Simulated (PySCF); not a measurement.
**Name the molecule from its bond curve**

A diatomic of charge 0 contains Sb. Its doublet curve at ωB97X in a double-zeta basis (scalar-relativistic core potentials, PySCF), in eV from the separated fragments:

| R (Å) | E (eV) |
| --- | --- |
| 1.915 | -1.973 |
| 2.004 | -2.927 |
| 2.093 | -3.423 |
| 2.160 | -3.576 |
| 2.227 | -3.589 |
| 2.294 | -3.496 |
| 2.383 | -3.249 |
| 2.494 | -2.812 |
| 2.628 | -2.180 |
| 2.806 | -1.279 |

The fit gives ωe = 535 cm⁻¹ and the rotational constant Bₑ = 0.1377 cm⁻¹.

Task: Which atom is the partner?

Result: The minimum lies at 2.200 Å, so the reduced mass is 16.8576 u Å² cm⁻¹/(Bₑ·Re²) = 25.29 u. With Sb at 120.90 u the partner weighs about 32.0 u: S. The molecule is SbS.

Spin–orbit coupling is left out. The state is the lowest determinant that a PBE0 search found; another state may lie lower at other levels.
